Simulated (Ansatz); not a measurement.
[InCl4]- (InCl4⁻). Charge -1, multiplicity 1. Geometry relaxed at PBE-D4/def2-SVPD.

```xyz
5

In   -0.0001    0.0001    0.0000
Cl    2.2885    0.8054    0.1780
Cl   -1.5312    1.8894    0.0543
Cl   -0.4828   -1.4888    1.8622
Cl   -0.2744   -1.2061   -2.0946
```

In the def2 sets In takes a core potential; there is no spin–orbit coupling.

(1) Estimate the harmonic wavenumbers at RKS PBE-D4/def2-SVPD (Ansatz, unscaled). Is this a minimum?

Answers

(1) 71, 71, 100, 100, 100, 284, 309, 309, 309 cm⁻¹. Yes, no mode is imaginary beyond noise. Zero-point energy 9.9 kJ/mol. Hardware: 4 threads of Intel Xeon on a shared host. Wall time 61 s.
